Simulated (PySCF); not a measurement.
Sn(H)(Cl)2(OMe) (CH₄Cl₂OSn), SMILES C[O][SnH]([Cl])[Cl]. Atoms are numbered in the order given.

```xyz
9

Sn     0.5147     0.1269     0.0000
Cl    -0.6590     0.9085    -1.8877
Cl    -0.6590     0.9085     1.8877
O      0.4014    -1.8427     0.0000
C     -0.8534    -2.4988     0.0000
H      2.1516     0.5934     0.0000
H     -0.6645    -3.5847     0.0000
H     -1.4534    -2.2544    -0.8961
H     -1.4534    -2.2544     0.8961
```
Charge 0, spin multiplicity 1.

Geometry: B3LYP-D3(BJ)/def2-SVP. The def2 effective core potentials stand for the cores of Sn; spin–orbit coupling is left out. One conformer was computed; it need not be the lowest.

All values below come from ωB97X/def2-TZVP (PySCF).

ESP charges are fitted to the potential on shells at 1.4 to 2.0 van der Waals radii. Atomic charges (e):

```
atom  ESP fit  Löwdin
----  -------  ------
Sn1      0.43    0.18
Cl2     -0.17    0.02
Cl3     -0.17    0.02
O4      -0.27   -0.13
C5      -0.26   -0.39
H6       0.06   -0.04
H7       0.14    0.11
H8       0.12    0.10
H9       0.12    0.10
```
